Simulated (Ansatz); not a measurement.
Consider the formal exchange of groups at a B–H bond: `BC=O` + `C/N=C(\C)N` → `CBC=O` + `C/N=C\N`.

Program: Ansatz. Geometries: PBE0-D4/def2-TZVP. ΔE: electronic, gas phase. CCSD(T)/CBS adds triple-zeta CCSD(T) − MP2 to the extrapolated MP2 energy (def2 sets, frozen cores). Double bonds are as drawn, so ΔE can hold a change between cis and trans. Functionals use def2-TZVPP. One conformer a species, not always the lowest.

`BC=O`:

```xyz
6

B     0.403    0.638   -0.041
C    -0.586   -0.540   -0.059
O     0.151   -1.355    0.475
H     1.183    0.739   -0.937
H     0.461    1.316    0.937
H    -1.611   -0.798   -0.374
```

`C/N=C(\C)N`:

Cartesian coordinates in Å:
```
C -1.380 0.274 -1.188
N -1.097 0.353 0.221
C 0.078 0.080 0.620
C 1.216 -0.364 -0.255
N 0.389 0.248 1.950
H -2.436 0.489 -1.354
H -0.803 1.000 -1.776
H -1.178 -0.720 -1.612
H 1.434 0.405 -1.000
H 2.126 -0.554 0.313
H 0.944 -1.270 -0.800
H -0.412 0.387 2.546
H 1.117 -0.329 2.334
```

`CBC=O`:

Z-matrix (Å, degrees):
```
C
B 1 1.550
H 1 1.103 2 105.1
H 1 1.091 2 114.7 3 117.0
H 1 1.092 2 113.6 3 -115.0
C 2 1.573 1 121.7 3 -98.2
H 2 1.199 1 121.5 3 82.8
O 6 1.214 2 116.5 1 -86.3
H 6 1.117 2 124.0 1 94.7
```

`C/N=C\N`:

Z-matrix (Å, degrees):
```
C
N 1 1.442
H 1 1.090 2 109.6
H 1 1.100 2 112.2 3 119.5
H 1 1.101 2 112.6 3 -119.2
C 2 1.267 1 117.1 3 179.0
N 6 1.369 2 127.8 1 1.9
H 6 1.091 2 118.5 1 179.4
H 7 1.004 6 118.4 2 -165.8
H 7 1.005 6 119.0 2 -15.4
```

**Question.** Is it downhill or uphill in electronic energy at CCSD(T)/CBS, and by how much? (Estimate.)

**Answer.** Computed: Downhill: ΔE = -36.5 kJ/mol.

**Question.** What do these levels give: r2SCAN-D4, PBE0-D4, ωB97X-V, B2PLYP, r2SCAN, PBE0, MP2/def2-TZVPP, SCS-MP2/def2-TZVPP, CCSD/def2-TZVPP, SCS-MP2/def2-QZVPP, HF/CBS(def2), MP2/CBS(def2)? (Best estimate.)

**Answer.** The calculation gave: r2SCAN-D4 -35.5, PBE0-D4 -38.2, ωB97X-V -36.9, B2PLYP -38.6, r2SCAN -36.2, PBE0 -40.1, MP2/def2-TZVPP -33.8, SCS-MP2/def2-TZVPP -35.7, CCSD/def2-TZVPP -39.3, SCS-MP2/def2-QZVPP -36.6, HF/CBS(def2) -51.6, MP2/CBS(def2) -35.0 kJ/mol.

Largest T1 diagnostic among the species: 0.021, so the coupled-cluster value is less sure than usual.

From PBE to PBE0 (25 % exact exchange), in def2-TZVPP and without D4, ΔE moves by −4.1 kJ/mol. The D4 term adds +3.4 kJ/mol with B3LYP and +1.9 kJ/mol with PBE0; it sums over pairs of atoms, weighted by their polarisabilities, and B3LYP, whose exchange is more repulsive, gets the larger term. In def2-TZVPP, CCSD(T) changes the Hartree–Fock value by +16.3 kJ/mol (the triples alone add +4.1 kJ/mol) and MP2 by +17.8 kJ/mol.

B3LYP here is the variant with VWN-RPA as its local correlation; programs differ in this.
